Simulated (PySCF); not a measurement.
Species: C7H6F2O.
Numbering: `[CH3:1][O:2][c:3]1[cH:4][cH:5][cH:6][c:7]([F:8])[c:9]1[F:10]`

Geometry (GFN2-xTB, Å), atoms numbered from 1 in this order:
```
atom  x, y, z in Å
C1    -2.684   -0.301   -0.157
O2    -1.694    0.679   -0.356
C3    -0.401    0.346   -0.140
C4     0.059   -0.903    0.267
C5     1.412   -1.130    0.458
C6     2.339   -0.128    0.252
C7     1.891    1.119   -0.154
F8     2.780    2.105   -0.360
C9     0.542    1.362   -0.349
F10    0.121    2.576   -0.743
H11   -2.547   -1.151   -0.832
H12   -2.695   -0.653    0.880
H13   -3.628    0.190   -0.381
H14   -0.638   -1.707    0.435
H15    1.744   -2.106    0.774
H16    3.394   -0.288    0.396
```

Definitions: NICS(0) = −σiso at the ring centroid; NICS(1) = −σiso and NICS(1)zz = −σzz at ±1 Å along the ring normal z. Level: GIAO PBE0/pcSseg-1 (PySCF, non-relativistic, gas phase) on the GFN2-xTB geometry, one conformer.

Ring bond lengths (Å), with Mayer bond orders in brackets: C3–C4 1.392 (1.37), C4–C5 1.385 (1.44), C5–C6 1.381 (1.44), C6–C7 1.385 (1.42), C7–C9 1.384 (1.40), C9–C3 1.402 (1.30).

Problem. What do the NICS probes read (ppm)?

Solution. 
```tsv
ring	type	NICS(0)	NICS(1), two faces	NICS(1)zz, two faces	rms pucker (Å)	centre to ring atoms, mean (Å)
C3–C4–C5–C6–C7–C9	6-membered carbocycle; formal bonds all aromatic	-12.6	-11.4 / -11.4	-25.9 / -25.9	0.00	1.39
```

Problem. What can be read from them?

Solution. 
- C3–C4–C5–C6–C7–C9: mean NICS(1)zz -25.9 ppm, shielded, aromatic by this magnetic criterion (flat ring, no four-coordinate atom).

Problem. What does the geometric index give? HOMA = 1 − mean of α(R − Ropt)² over the ring bonds, with Krygowski's 1993 parameters (CC: Ropt 1.388 Å, α 257.7 Å⁻²).

Solution. 
- C3–C4–C5–C6–C7–C9: HOMA 0.99 = 1 − EN − GEO, with mean bond length 1.388 Å, EN = α(Ropt − mean)² = 0.000 and GEO = α × variance = 0.013. The geometric and the magnetic index point the same way.

Problem. At the first NICS(1) probe listed for ring C3–C4–C5–C6–C7–C9, 1 Å off the ring, how large is the induced field along the normal in 11.7 T applied along it?

Solution. NICSzz × B0 = -25.9 ppm × 11.7 T = -303 μT, against the applied field.

Problem. Give the inner angles of the rings and the Hirshfeld charges of the ring atoms.

Solution. 
- C3–C4–C5–C6–C7–C9: C3 118.1° (+0.063 e), C4 120.7° (-0.082 e), C5 121.1° (-0.050 e), C6 118.7° (-0.078 e), C7 121.0° (+0.072 e), C9 120.5° (+0.052 e); sum 720.0° against 720° for a flat convex ring.
